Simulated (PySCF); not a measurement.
CH₅AlO₂, charge +1, doublet, geometry from GFN2-xTB (such geometries of metal compounds can be far from the true shape) (a state made from the parent by changing its charge; the spin is typed, not shown lowest).

PySCF was given this input:
```python
from pyscf import gto, scf, dft

mol = gto.M(
    atom='''
Al    0.176190    0.165852    0.012091
C    -1.366116   -1.292596   -0.090206
H    -0.953402   -2.126593   -0.656196
H    -2.074841   -0.656325   -0.625228
H    -1.632320   -1.550040    0.933671
O    -0.339862    1.480498   -0.806676
H    -0.114749    2.364355   -1.094006
O     1.418113   -0.421205    0.862892
H     2.055540   -0.906229    1.376082
''',
    basis='6-31g**',
    charge=1,
    spin=1,
    verbose=4,
)

mf = dft.UKS(mol)
mf.xc = 'b3lyp'
mf.kernel()
```

Problem. Predict the total energy from B3LYP/6-31G** run with PySCF.

Solution. -433.754123 Ha

Problem. What is the computed HOMO energy (B3LYP/6-31G**)?

Solution. -14.13 eV

Problem. Predict the <S^2> from B3LYP/6-31G**.

Solution. 0.754

Problem. What is the computed nuclear repulsion energy (B3LYP/6-31G**)?

Solution. 158.9587 Eh

Problem. What is the computed number of basis functions (B3LYP/6-31G**)?

Solution. 85

These values belong to the state on which the SCF converged, which isn't shown to be the lowest.
